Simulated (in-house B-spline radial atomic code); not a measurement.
C is squeezed into an impenetrable sphere of radius R (the orbitals vanish at R). Caution: exact exchange at fractional occupations of open shells leaves self-interaction of up to several eV. Computed with an all-electron radial atomic-structure program (B-spline basis): non-relativistic PBE0, spin-polarised, spherical fractional occupations, point nucleus.

Energies in eV above the free atom in [He] 2s2 2p2:

```
R (bohr)  highest level (eV)  [He] 2s2 2p2  [He] 2s1 2p3  -dE/dV in [He] 2s2 2p2 (GPa)
    9.56               -6.71     0.0009229         2.814                       0.00119
    6.62               -6.58       0.05257         2.857                         0.143
    5.05               -5.95        0.4879         3.278                          2.41
    4.53               -5.32         1.055         3.838                          6.66
    3.31              -0.877         7.143         9.819                          91.9
    2.92                2.71         13.68         16.15                           234
    2.74                5.11         18.62          20.9                           369
    2.14                19.6         54.83         55.11                          1950
    1.64                49.7         149.3         141.7                         10300
    1.52                66.2         194.3         182.1                         16200
```

Question: Does [He] 2s1 2p3 fall below [He] 2s2 2p2 under compression?

Answer: Yes, between R = 2.14 and 1.64 bohr the order changes (near 2.12 bohr by linear interpolation).

The highest level is first positive in the row R = 2.92 bohr, pushed up by confinement above the zero of the free ion's potential. Each configuration is held fixed and needn't be the lowest in the sphere.
